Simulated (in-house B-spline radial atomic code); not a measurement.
Ga²⁺. Computed with a B-spline radial atomic code. Model: all-electron spherical atom, spin shells full or empty, radial basis limit, no spin-orbit coupling, Breit or QED, empty-state partial waves extrapolated as (l+1/2)^-4, RPA, G0W0 and static COHSEX of the highest shell as one setting changes (uncorrelated shells keep exact exchange).

Empty levels are discrete states of a finite basis, so the steps are uneven.

Given: element Ga; charge 2; filled core Ar; hamiltonian one-electron scalar X2C; mean-field start PBE0; highest l of empty states 9; nuclear rms radius 3.9973 fm; lowest nl shells left uncorrelated 5; highest mean-field shell 4s up; box radius 17.55 bohr.

Shell: 3d 5 5, 4s 1 0 (electrons up and down).

```tsv
highest empty level kept (hartree)	RPA correlation energy (hartree)	G0W0 level (eV)	G0W0 minus most complete (meV)	COHSEX level (eV)	linearised minus solved G0W0 (meV)
3	-0.19447	-31.064	430.8	-32.174	6.1
6	-0.3044	-31.255	239.6	-32.475	6.3
10.5	-0.40896	-31.36	135.4	-32.661	6.5
18	-0.52476	-31.436	59.4	-32.839	6.7
30	-0.58848	-31.46	35.1	-32.896	6.7
54	?	?	?	?	?
90	-0.64804	-31.488	7	-32.994	6.8
180	-0.66182	-31.493	1.6	-33.013	6.8
360	?	?	?	?	?
750	-0.66589	-31.495	0	-33.018	6.8
1800	-0.66595	-31.495	0	-33.018	6.8
6000	-0.66596	-31.495	0	-33.018	6.8
```

Q: What follows for highest empty level kept = 54?

A: RPA correlation energy -0.62443 hartree; G0W0 level -31.478 eV; G0W0 minus most complete 17 meV; COHSEX level -32.957 eV; linearised minus solved G0W0 6.8 meV.

Q: What follows for highest empty level kept = 360?

A: RPA correlation energy -0.66509 hartree; G0W0 level -31.495 eV; G0W0 minus most complete 0.3 meV; COHSEX level -33.017 eV; linearised minus solved G0W0 6.8 meV.
